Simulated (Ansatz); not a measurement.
```yaml
crystal:
  periodic: [false, false, false]
  atoms:
    - {symbol: O, position_ang: [-1.903928, 1.559222, 0.481388]}
    - {symbol: Sn, position_ang: [-0.360933, 0.941784, -0.576413]}
    - {symbol: N, position_ang: [0.987707, -0.095543, 0.641582]}
    - {symbol: Si, position_ang: [0.566734, -1.349933, -0.416031]}
    - {symbol: H, position_ang: [-2.347430, 0.840975, 0.939022]}
    - {symbol: H, position_ang: [0.234451, 2.425874, -1.156815]}
    - {symbol: H, position_ang: [1.635409, 0.008282, 1.405683]}
    - {symbol: H, position_ang: [-0.277486, -2.484104, 0.056741]}
    - {symbol: H, position_ang: [1.553877, -1.892858, -1.392257]}
basis:
  gaussian: {orbitals: ANO-RCC-VTZP}
magnetization: {spin_polarized: true, initial_magnetization: 3}
hamiltonian: {xc: {name: HF}}
correlation: {method: mp2}
```

```sh
$ ansatz run in.yaml --threads 4 --pin off --events-out ev --progress --plain --max-ram 10444MiB
```

Shortened log:

```
Error: a molecule whose nuclei and cores have a total charge of 84 cannot have a net charge of 0 together with 3 unpaired electrons
```

In this input the number of unpaired electrons doesn't fit the electron count. The input was rejected before any iteration.
